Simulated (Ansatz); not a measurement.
CH₄ClFNNb, SMILES `[CH3][Nb](=[NH])([F])[Cl]`, relaxed with RKS PBE0-D4/def2-TZVP in Ansatz from a PBE-D4/def2-SVP geometry. The force threshold is 0.005 eV/Å; the program also tests the step.

Charge 0, multiplicity 1. Nb takes the def2 core potential.

Start:

```xyz
9

C    -0.336   -1.284   -0.276
Nb    0.460    0.704   -0.236
N    -0.112    1.285    1.313
F     2.339    0.584   -0.212
Cl   -0.525    1.930   -1.944
H     0.050   -1.878    0.580
H    -0.041   -1.778   -1.229
H    -1.444   -1.264   -0.201
H    -0.390    1.702    2.206
```

Question: By how much does the energy fall, and how many steps does the optimiser take? (Estimate.)

Answer: Ansatz gave: 0.83 kcal/mol, in 5 steps.

Question: Which bonds change most? (Best estimate.)

Answer: Computed: Nb2–Cl5 from 2.322 to 2.301 Å; Nb2–N3 from 1.750 to 1.732 Å; C1–H6 from 1.111 to 1.094 Å; C1–H8 from 1.111 to 1.094 Å.

Question: Give the relaxed structure. (Best estimate.)

Answer: The calculation gave: 
```xyz
9

C    -0.336   -1.282   -0.273
Nb    0.455    0.699   -0.225
N    -0.110    1.279    1.306
F     2.320    0.592   -0.216
Cl   -0.514    1.909   -1.926
H     0.044   -1.872    0.566
H    -0.046   -1.762   -1.215
H    -1.427   -1.257   -0.203
H    -0.385    1.693    2.185
```
